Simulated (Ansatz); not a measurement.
C2H3AlO, SMILES `C#[C][AlH][OH]`. Charge 0, multiplicity 1.

| atom | x (Å) | y (Å) | z (Å) |
| --- | --- | --- | --- |
| C1 | -0.0522 | 1.0716 | -1.8385 |
| C2 | 0.1691 | 0.4553 | -0.8203 |
| Al3 | 0.5365 | -0.5140 | 0.7794 |
| O4 | -0.7405 | -0.9546 | 1.7959 |
| H5 | -0.2455 | 1.6146 | -2.7362 |
| H6 | 1.9867 | -0.9314 | 1.2083 |
| H7 | -1.6540 | -0.7415 | 1.6114 |

Question: List the harmonic frequencies (cm⁻¹, unscaled) at PBE0-D4/def2-TZVP in Ansatz. (Best estimate.)

Answer: The calculation gave: 126, 182, 303, 398, 512, 561, 619, 697, 725, 747, 874, 1996, 2128, 3456, 3958.

Question: Is this a minimum?

Answer: Yes, all 15 modes are real.

Question: Give the ideal-gas thermochemistry at 298.15 K and 1 bar (rigid rotor, harmonic oscillator; point group Cs, symmetry number 1).

Answer: Zero-point energy 103.4 kJ/mol; H(298) − E = 121.0 kJ/mol; entropy 309.2 J/(mol·K), of which translation 161.8, rotation 104.5, vibration 42.9; G(298) − E = 28.8 kJ/mol.
